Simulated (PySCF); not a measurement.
PySCF job for Ge(F)2(Me)2 (C2H6F2Ge), SMILES [F][Ge]([F])([CH3])[CH3], PBE-D3(BJ)/def2-SVP. Geometry optimised at PBE-D3(BJ)/def2-SVP.

```python
import numpy as np
from pyscf import gto, scf, dft, df
from pyscf.hessian import thermo

mol = gto.M(
    atom='''
    C     1.68111455    0.00000002   -0.98648189
    Ge    0.00000000   -0.00000000   -0.01342335
    C    -1.68111454    0.00000002   -0.98648190
    F    -0.00000000    1.38357982    1.07216058
    F    -0.00000001   -1.38357986    1.07216052
    H     1.74948148   -0.90219177   -1.62453360
    H     2.52146827    0.00000000   -0.26671285
    H     1.74948148    0.90219183   -1.62453355
    H    -2.52146827    0.00000000   -0.26671286
    H    -1.74948148   -0.90219177   -1.62453360
    H    -1.74948148    0.90219183   -1.62453356
    ''',
    basis='def2-SVP',
    charge=0,
    spin=0,
    max_memory=1600,
    verbose=3,
)
mf = dft.RKS(mol, xc='pbe').density_fit(auxbasis='def2-universal-jkfit')
mf.disp = 'd3bj'
mf.grids.level = 3
mf.conv_tol = 1e-11
mf.max_cycle = 100
mf.kernel()

# [left out here: the lines that compute and print the analytic Hessian (its translational invariance restored by hand, since the grid's response is missing), thermochemistry and intensities]
```

It prints:

```
converged SCF energy = -2355.51941476579

WARN: DFTD3 does not support analytical Hessian, using finite difference


WARN: Mole.unit (angstrom) is changed to Bohr

Mode                                 0                   1                   2
Irrep
Freq [cm^-1]                       63.6831             74.5917            147.8055
Reduced mass [au]                   1.0151              1.0371              2.6879
Force const [Dyne/A]                0.0024              0.0034              0.0346
Char temp [K]                      91.6258            107.3209            212.6591
Normal mode                   x     y     z       x     y     z       x     y     z
       0   C                -0.00  0.01 -0.00    0.00  0.02  0.00   -0.08 -0.00 -0.12
       1  Ge                 0.00  0.00  0.00   -0.00  0.00 -0.00    0.00  0.00  0.03
       2   C                 0.00 -0.01 -0.00   -0.00  0.02  0.00    0.08 -0.00 -0.12
       3   F                -0.01 -0.00  0.00    0.00 -0.01  0.02   -0.00 -0.02  0.05
       4   F                 0.01 -0.00 -0.00   -0.00 -0.01 -0.02   -0.00  0.02  0.05
       5   H                -0.17  0.22 -0.31    0.18 -0.18  0.30   -0.18  0.00 -0.13
       6   H                -0.00 -0.39 -0.00   -0.00  0.42  0.00    0.02  0.00 -0.25
       7   H                 0.17  0.22  0.31   -0.18 -0.18 -0.30   -0.18 -0.00 -0.13
       8   H                -0.00  0.39 -0.00    0.00  0.42  0.00   -0.02 -0.00 -0.25
       9   H                -0.17 -0.22  0.31   -0.18 -0.18  0.30    0.18  0.00 -0.13
      10   H                 0.17 -0.22 -0.31    0.18 -0.18 -0.30    0.18 -0.00 -0.13
Mode                                 3                   4                   5
Irrep
Freq [cm^-1]                      169.7431            181.2971            230.1866
Reduced mass [au]                   4.4355              3.2342              5.9486
Force const [Dyne/A]                0.0753              0.0626              0.1857
Char temp [K]                     244.2225            260.8462            331.1873
Normal mode                   x     y     z       x     y     z       x     y     z
       0   C                 0.00 -0.10  0.00   -0.00  0.11 -0.00   -0.01 -0.00  0.08
       1  Ge                 0.00  0.00 -0.00   -0.00 -0.05  0.00   -0.06  0.00 -0.00
       2   C                -0.00  0.10  0.00    0.00  0.11 -0.00   -0.01 -0.00 -0.08
       3   F                -0.12 -0.00  0.00   -0.00  0.01 -0.07    0.11 -0.00  0.00
       4   F                 0.12 -0.00 -0.00    0.00  0.01  0.07    0.11  0.00  0.00
       5   H                -0.09 -0.14  0.05    0.12  0.18 -0.08    0.06 -0.00  0.09
       6   H                 0.00 -0.16  0.00   -0.00  0.18 -0.00   -0.09 -0.00  0.17
       7   H                 0.09 -0.14 -0.05   -0.12  0.18  0.08    0.06  0.00  0.09
       8   H                 0.00  0.16  0.00   -0.00  0.18 -0.00   -0.09 -0.00 -0.17
       9   H                -0.09  0.14 -0.05   -0.12  0.18 -0.08    0.06  0.00 -0.09
      10   H                 0.09  0.14  0.05    0.12  0.18  0.08    0.06 -0.00 -0.09
Mode                                 6                   7                   8
Irrep
Freq [cm^-1]                      233.8747            570.3223            624.1250
Reduced mass [au]                  14.3256              3.9436              3.6915
Force const [Dyne/A]                0.4617              0.7558              0.8472
Char temp [K]                     336.4936            820.5668            897.9769
Normal mode                   x     y     z       x     y     z       x     y     z
       0   C                 0.03  0.00  0.00   -0.15  0.00  0.08   -0.12  0.00  0.09
       1  Ge                 0.00 -0.00 -0.05   -0.00 -0.00 -0.02    0.05  0.00 -0.00
       2   C                -0.03  0.00  0.00    0.15 -0.00  0.08   -0.12  0.00 -0.09
       3   F                -0.00 -0.11  0.09    0.00 -0.04 -0.03    0.00 -0.00 -0.00
       4   F                -0.00  0.11  0.09    0.00  0.04 -0.03    0.00  0.00 -0.00
       5   H                 0.07  0.00  0.00   -0.15 -0.00  0.09   -0.21  0.00  0.08
       6   H                -0.01 -0.00  0.05   -0.17 -0.00  0.10   -0.07 -0.00  0.03
       7   H                 0.07 -0.00  0.00   -0.15  0.00  0.09   -0.21 -0.00  0.08
       8   H                 0.01  0.00  0.05    0.17 -0.00  0.10   -0.07  0.00 -0.03
       9   H                -0.07  0.00  0.00    0.15 -0.00  0.09   -0.21 -0.00 -0.08
      10   H                -0.07 -0.00  0.00    0.15  0.00  0.09   -0.21  0.00 -0.08
Mode                                 9                  10                  11
Irrep
Freq [cm^-1]                      682.6143            691.2947            728.7494
Reduced mass [au]                  15.9031             13.7408              1.2810
Force const [Dyne/A]                4.3660              3.8689              0.4008
Char temp [K]                     982.1300            994.6192           1048.5082
[...]
       7   H                 0.34 -0.11 -0.23    0.32 -0.10 -0.23    0.28  0.04  0.01
       8   H                 0.00  0.17  0.00    0.00 -0.17  0.00    0.36  0.00  0.29
       9   H                -0.34  0.11 -0.23    0.32 -0.10  0.23   -0.28 -0.04  0.01
      10   H                 0.34  0.11  0.23   -0.32 -0.10 -0.23   -0.28  0.04  0.01
Mode                                15                  16                  17
Irrep
Freq [cm^-1]                     1205.7162           1208.9133           1373.9661
Reduced mass [au]                   1.2557              1.2231              1.0523
Force const [Dyne/A]                1.0755              1.0532              1.1704
Char temp [K]                    1734.7572           1739.3571           1976.8313
Normal mode                   x     y     z       x     y     z       x     y     z
       0   C                 0.08 -0.00 -0.05    0.08 -0.00 -0.05   -0.00 -0.04 -0.00
       1  Ge                -0.00 -0.00  0.00    0.00  0.00  0.00   -0.00 -0.00 -0.00
       2   C                 0.08  0.00  0.05   -0.08 -0.00 -0.05   -0.00  0.04  0.00
       3   F                 0.00 -0.00 -0.00   -0.00 -0.00 -0.00    0.00  0.00 -0.00
       4   F                 0.00  0.00 -0.00   -0.00  0.00 -0.00   -0.00  0.00  0.00
       5   H                -0.33 -0.12  0.10   -0.32 -0.13  0.11   -0.30  0.04 -0.14
       6   H                -0.21  0.00  0.29   -0.22  0.00  0.29    0.00  0.50 -0.00
       7   H                -0.33  0.12  0.10   -0.32  0.13  0.11    0.30  0.04  0.14
       8   H                -0.21  0.00 -0.29    0.22 -0.00  0.29    0.00 -0.50  0.00
       9   H                -0.33  0.12 -0.10    0.32 -0.13  0.11   -0.30 -0.04  0.14
      10   H                -0.33 -0.12 -0.10    0.32  0.13  0.11    0.30 -0.04 -0.14
Mode                                18                  19                  20
Irrep
Freq [cm^-1]                     1374.9237           1380.6170           1384.0846
Reduced mass [au]                   1.0500              1.0460              1.0463
Force const [Dyne/A]                1.1695              1.1747              1.1809
Char temp [K]                    1978.2090           1986.4005           1991.3896
Normal mode                   x     y     z       x     y     z       x     y     z
       0   C                 0.02 -0.00  0.04    0.02  0.00  0.03    0.00 -0.04  0.00
       1  Ge                 0.00 -0.00 -0.00    0.00  0.00  0.00    0.00 -0.00  0.00
       2   C                 0.02  0.00 -0.04   -0.02  0.00  0.03   -0.00 -0.04  0.00
       3   F                -0.00 -0.00  0.00   -0.00  0.00 -0.00    0.00  0.00 -0.00
       4   F                -0.00  0.00  0.00   -0.00 -0.00 -0.00   -0.00  0.00  0.00
       5   H                -0.07  0.27 -0.36   -0.07  0.27 -0.36   -0.31  0.04 -0.13
       6   H                -0.14  0.00  0.21   -0.15 -0.00  0.21   -0.00  0.50  0.00
       7   H                -0.07 -0.27 -0.36   -0.07 -0.27 -0.36    0.31  0.04  0.13
       8   H                -0.14 -0.00 -0.21    0.15 -0.00  0.21    0.00  0.50  0.00
       9   H                -0.07 -0.27  0.36    0.07  0.27 -0.36    0.31  0.04 -0.13
      10   H                -0.07  0.27  0.36    0.07 -0.27 -0.36   -0.31  0.04  0.13
Mode                                21                  22                  23
Irrep
Freq [cm^-1]                     2992.5378           2993.7746           3102.0824
Reduced mass [au]                   1.0331              1.0330              1.1040
Force const [Dyne/A]                5.4508              5.4551              6.2596
Char temp [K]                    4305.5956           4307.3751           4463.2059
Normal mode                   x     y     z       x     y     z       x     y     z
       0   C                 0.03 -0.00 -0.02    0.03 -0.00 -0.02   -0.00  0.06 -0.00
       1  Ge                -0.00 -0.00  0.00    0.00 -0.00  0.00   -0.00 -0.00 -0.00
       2   C                 0.03 -0.00  0.02   -0.03 -0.00 -0.02    0.00 -0.06 -0.00
       3   F                 0.00 -0.00  0.00    0.00 -0.00  0.00    0.00  0.00  0.00
       4   F                 0.00  0.00 -0.00    0.00  0.00  0.00   -0.00  0.00 -0.00
       5   H                -0.02  0.34  0.23   -0.02  0.34  0.23    0.03 -0.38 -0.28
       6   H                -0.28  0.00 -0.25   -0.28  0.00 -0.25    0.00  0.01  0.00
       7   H                -0.02 -0.34  0.23   -0.02 -0.34  0.23   -0.03 -0.38  0.28
       8   H                -0.28 -0.00  0.25    0.28 -0.00 -0.26   -0.00 -0.01  0.00
       9   H                -0.02 -0.34 -0.23    0.02  0.34  0.23    0.03  0.38  0.28
      10   H                -0.02  0.34 -0.23    0.02 -0.34  0.23   -0.03  0.38 -0.28
Mode                                24                  25                  26
Irrep
Freq [cm^-1]                     3103.0890           3110.0575           3110.1516
Reduced mass [au]                   1.1041              1.1040              1.1047
Force const [Dyne/A]                6.2640              6.2918              6.2957
Char temp [K]                    4464.6541           4474.6803           4474.8157
Normal mode                   x     y     z       x     y     z       x     y     z
       0   C                 0.00 -0.06  0.00   -0.03 -0.00 -0.05    0.03  0.00  0.05
       1  Ge                 0.00 -0.00  0.00   -0.00 -0.00  0.00    0.00  0.00  0.00
       2   C                 0.00 -0.06 -0.00   -0.03 -0.00  0.05   -0.03  0.00  0.05
       3   F                -0.00  0.00  0.00    0.00 -0.00 -0.00    0.00 -0.00 -0.00
       4   F                 0.00  0.00 -0.00    0.00  0.00 -0.00   -0.00  0.00 -0.00
       5   H                -0.03  0.38  0.28   -0.02  0.21  0.14    0.02 -0.22 -0.14
       6   H                -0.00 -0.01 -0.00    0.43 -0.00  0.36   -0.43  0.00 -0.36
       7   H                 0.03  0.38 -0.28   -0.02 -0.21  0.14    0.02  0.22 -0.14
       8   H                -0.00 -0.01  0.00    0.43 -0.00 -0.36    0.43  0.00 -0.36
       9   H                 0.03  0.38  0.28   -0.02 -0.21 -0.14   -0.02 -0.22 -0.14
      10   H                -0.03  0.38 -0.28   -0.02  0.21 -0.14   -0.02  0.22 -0.14
temperature 298.1500 [K]
pressure 101325.00 [Pa]
Rotational constants [GHz] 3.29670 2.98923 2.96710
Symmetry number 2
Zero-point energy (ZPE) 0.07537 [Eh]   197882.495 [J/mol]
                           tot       elec      trans        rot        vib
Entropy [J/mol/K]       369.736      0.000    170.438    106.366     92.931
Cv [J/mol/K]            111.287      0.000     12.472     12.472     86.343
Cp [J/mol/K]            119.601      0.000     20.786     12.472     86.343
Internal energy [J/mol]                      3718.434   3718.434 212172.569
Internal energy [Eh]   -2355.43577  -2355.51941
Enthalpy [J/mol]                             6197.391   3718.434 212172.569
Enthalpy [Eh]          -2355.43483
Gibbs free energy [J/mol]                  -44618.810 -27994.651 184465.060
Gibbs free energy [Eh] -2355.47681
mode   freq/cm-1   IR/(km/mol)
   1       63.68         0.000
   2       74.59         0.095
   3      147.81         0.207
   4      169.74         0.000
   5      181.30         1.172
   6      230.19        30.613
   7      233.87        15.161
   8      570.32         1.155
   9      624.12        32.246
  10      682.61        61.847
  11      691.29        53.929
  12      728.75        53.823
  13      739.78         0.000
  14      796.07        61.421
  15      809.32        46.087
  16     1205.72        15.821
  17     1208.91        11.706
  18     1373.97         0.000
  19     1374.92         1.219
  20     1380.62         4.726
  21     1384.08        12.700
  22     2992.54         0.179
  23     2993.77         0.585
  24     3102.08         0.000
  25     3103.09         1.723
  26     3110.06         0.001
  27     3110.15         0.258
max |gradient| / (hartree/bohr): 0.00019461637983090444
APT charges: [-0.3468  1.733  -0.3468 -0.6161 -0.6161  0.0318  0.0328  0.0318  0.0328
  0.0318  0.0318]
```

Self-consistency was reached.
